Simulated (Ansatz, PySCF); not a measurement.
diarsenic (As₂), SMILES [As]#[As].

The structure is a stationary point at PBE-D3(BJ)/def2-TZVP.

Two levels are set side by side: PBE/def2-TZVPD (Ansatz, a quantum-chemistry and plane-wave program) and EOM-CCSD/aug-cc-pVDZ (PySCF). PBE by ΔSCF, the other level by its IP root; same geometry, the bases differ. Differences are taken from unrounded values.

| quantity | EOM-CCSD |
|---|---|
| vertical ionisation energy (eV) | 9.81 |

What does PBE give, and how far is it from EOM-CCSD? (The exact figures need the calculation; the answer reports its results.)


```json
[
 {"quantity": "vertical ionisation energy (eV)", "PBE": "9.69", "PBE minus EOM-CCSD": "-0.11"}
]
```

Here PBE gives about what the other level gives.
